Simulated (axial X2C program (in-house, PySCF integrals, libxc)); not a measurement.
## What spin–orbit coupling does to AuH

Calculated with an in-house all-electron X2C program for linear molecules (integrals from PySCF). Spin-free means the one-electron spin-free X2C Hamiltonian; two-component (2c) means X2C with spin–orbit coupling and atomic mean-field two-electron Coulomb and Gaunt terms, so the difference of the two also holds small scalar two-electron terms. Basis: Au dyall-cv3z [13s14p9d6f4g], H dyall-v3z [6s2p1d] (cores contracted in-house); Gaussian nuclei, density fitting, unrestricted open shells. Masses: Au 196.967 u, H 1.008 u.

Spin-free state: M_S = 0, Λ = 0 (closed shell); fragments Au + H.

```csv
level,Re (Å),ωe (cm⁻¹),De (eV),μ (D)
PBE0,1.533,2269.7,3.028,-1.42
HF,1.572,2081.5,1.735,-2.57
MP2,1.503,2428.1,3.002,n/a
CCSD,1.529,2268.9,3.033,n/a
CCSD(T),1.528,2275.7,3.117,n/a
LDA,1.524,2329.1,3.822,-0.91
```

Correlated methods: 12 electrons correlated (number of frozen shells: Au 5 s, 4 p, 2 d, 1 f; H none), 220 virtual spin orbitals or spinors in MP2, 90 natural virtuals in coupled cluster.

Dipoles are positive if H is the positive end.

Two-component determinant lowest at the distance of the search:

Ω = 0 (closed shell); fragments Au + H.

```
  level  Re (Å)  ωe (cm⁻¹)  De (eV)  μ (D)
   PBE0   1.532     2276.0    3.061  -1.40
     HF   1.569     2098.0    1.772  -2.53
    MP2   1.502     2434.0    3.033    n/a
   CCSD   1.527     2278.4    3.072    n/a
CCSD(T)   1.527     2284.2    3.146    n/a
    LDA   1.524     2329.8    3.851  -0.90
```

(1) From the two tables, how do the constants change at the CCSD(T) level (2c against spin-free)?

Occupations by symmetry block were frozen at the best pattern of an incomplete PBE0 search. The closed shell is kept restricted, so the energy runs too high when the bond is stretched far. Dissociation energies refer to the lowest single-determinant-based atoms at the same level and basis. Coupled cluster ran in a truncated set of natural virtual spinors; the MP2 energy of the rest was added. (T) has no such correction and the atoms are truncated less, which lowers De at CCSD(T) by a hundredth of an eV or more. The T1 diagnostic is large, a sign of multireference character.

Results:

(1) At the CCSD(T) level Re drops by 0.001 Å and ωe goes up by 8.5 cm⁻¹; De changes by 0.029 eV.
